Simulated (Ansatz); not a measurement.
CH4AlFO2, SMILES `[OH][AlH][O]CF`, 9 atoms. The species carries charge 0 and has multiplicity 1. All runs use 2 threads of an Arm Neoverse V2 on a shared host. Correlated methods freeze the cores.

Q: Give the basis size and wall time and peak host memory of each of these runs in Ansatz. RKS PBE0-D4/def2-TZVP frequencies; RHF-MP2/def2-QZVPP energy; RKS PBE0-D4/def2-SVP energy; RKS B2PLYP (frozen core)/def2-TZVPP energy; RKS revPBE-D4/def2-TZVPP energy; RKS PBE0-D4/def2-QZVPP energy; direct RPA on PBE orbitals/def2-TZVPP energy; RKS BLYP-D4/def2-TZVPP energy; RKS ωB97M-V/def2-QZVPP energy; RKS B3LYP-D4/def2-TZVPP energy and forces; RHF-CCSD(T)/def2-TZVPP energy; RKS ωB97M-V/def2-SVP energy. (An estimate is asked.)

A: The calculation gave: Other jobs shared the machine, so times are rough.

| level | job | functions | wall time | peak host memory (GiB) |
| --- | --- | --- | --- | --- |
| RKS PBE0-D4/def2-SVP | energy | 94 | 1.1 s | 0.45 |
| RKS revPBE-D4/def2-TZVPP | energy | 222 | 2.4 s | 0.25 |
| RKS BLYP-D4/def2-TZVPP | energy | 222 | 2.5 s | 0.25 |
| RKS B3LYP-D4/def2-TZVPP | energy and forces | 222 | 4.8 s | 0.53 |
| RKS ωB97M-V/def2-SVP | energy | 94 | 5.5 s | 0.45 |
| direct RPA on PBE orbitals/def2-TZVPP | energy | 222 | 6 s | 0.5 |
| RKS B2PLYP (frozen core)/def2-TZVPP | energy | 222 | 6 s | 0.51 |
| RKS PBE0-D4/def2-QZVPP | energy | 418 | 9.5 s | 1.1 |
| RHF-MP2/def2-QZVPP | energy | 418 | 20 s | 2.1 |
| RKS ωB97M-V/def2-QZVPP | energy | 418 | 23 s | 1.4 |
| RHF-CCSD(T)/def2-TZVPP | energy | 222 | 2.2 min | 3.7 |
| RKS PBE0-D4/def2-TZVP | frequencies | 185 | 2.4 min | 0.45 |

B3LYP here is the variant with VWN-RPA as its local correlation; programs differ in this.
